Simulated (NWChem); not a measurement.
System: ZnHBr; SMILES [Br][ZnH]

NWChem input:

```
start job
memory heap 200 mb stack 900 mb global 1100 mb
geometry units angstroms noautoz
  Zn     0.000000     0.000000    -1.145806
  H      0.000000     0.000000    -2.675133
  Br     0.000000     0.000000     1.105145
end
basis spherical
  * library def2-svp
end
dft
  xc slater vwn_5
  iterations 150
  mulliken
end
task dft energy
```

All runs use the structure optimised with PBE-D3(BJ)/def2-SVP.

Predict the main results of this run. (LDA (Slater exchange, VWN5)/def2-SVP.) Quantities: energy (Ha); highest occupied level (eV); orbital gap (eV); dipole (D).


| Property | Value |
|---|---|
| energy (Ha) | -4347.17 |
| highest occupied level (eV) | -6.89 |
| orbital gap (eV) | 5.54 |
| dipole (D) | 1.71 |
